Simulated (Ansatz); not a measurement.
`C[O][GaH2]`. Total charge 0; spin multiplicity 1. Correlated methods include outer-core shells of Ga, which these sets cover unevenly. Scalar relativity is left out up to krypton.

```xyz
8

C    -0.584   -0.947    0.517
O    -0.718    0.252   -0.197
Ga    0.659    1.266   -0.699
H    -1.122   -0.879    1.469
H     0.461   -1.204    0.738
H    -1.019   -1.774   -0.056
H     2.076    0.740   -0.293
H     0.248    2.547   -1.478
```

(1) Give the diagnostics of a CCSD(T)/def2-TZVPP run (frozen core, Ansatz). (An estimate is asked.)

## Answers

(1) Ansatz gave: T1 = 0.0151, largest single amplitude 0.044, largest double 0.030, (T) share of the correlation energy 3.6 %, 10 CCSD cycles. The RHF solution is stable towards an unrestricted one. T1 lies under the customary mark of 0.02 for closed shells.
